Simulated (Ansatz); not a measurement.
```xyz
5

Ge    0.0050   -0.0070   -0.0052
H     0.8799    0.8940    0.8876
H     0.8883   -0.8959   -0.8821
H    -0.8958    0.8858   -0.8928
H    -0.8810   -0.8824    0.8932
```

Basis set: cc-pVTZ (spherical functions). Frozen core: 9 orbitals. Charge 0, multiplicity 1.

Computed with Ansatz (development build ahead of 0.2.0); each method stands on the lowest determinant of its kind that the runs found. Restricted open shells among the atoms or ions are ROHF, correlated in semicanonical orbitals with singles.

Give the atomization energy at this shape (free ground-state atoms in the same class of orbitals less the molecule, no zero-point energy) of singlet GeH4 by RHF-MP2, RHF.

```
 method  atomization energy
RHF-MP2     289.18 kcal/mol
    RHF     226.81 kcal/mol
```
